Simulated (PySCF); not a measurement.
## Working out the ionisation energy of Si⁺

Si⁺ [Ne] 3s2 3p1 (2P) → Si²⁺ [Ne] 3s2 (1S). All numbers are calculated (PySCF 2.14, no relativity, point nucleus, in def2-QZVPPD). Frozen: 1s2. Energies in hartree (1 hartree = 27.21139 eV):

```csv
part,Si⁺ (lower),Si²⁺ (upper)
UHF,-288.578085,-287.995743
MP2 opposite-spin,-0.166910,-0.159156
MP2 same-spin,-0.056801,-0.053999
```

Question: What does Hartree-Fock give?

Answer: (-287.995743) − (-288.578085) = 0.582342 hartree = 15.846 eV.

Question: What do MP2 and SCS-MP2 (6/5 opposite-spin, 1/3 same-spin) give?

Answer: The opposite-spin parts differ by 0.211 eV and the same-spin parts by 0.076 eV. MP2: 15.846 + (0.211) + (0.076) = 16.133 eV. SCS-MP2: 15.846 + 1.2 × (0.211) + (0.076)/3 = 16.125 eV.

Measured between the centres of the two terms (NIST): 16.322 eV, so MP2 (valence and next inner shell) is off by -0.189 eV.

What remains against the reference includes basis incompleteness, the frozen core and correlation beyond second order.
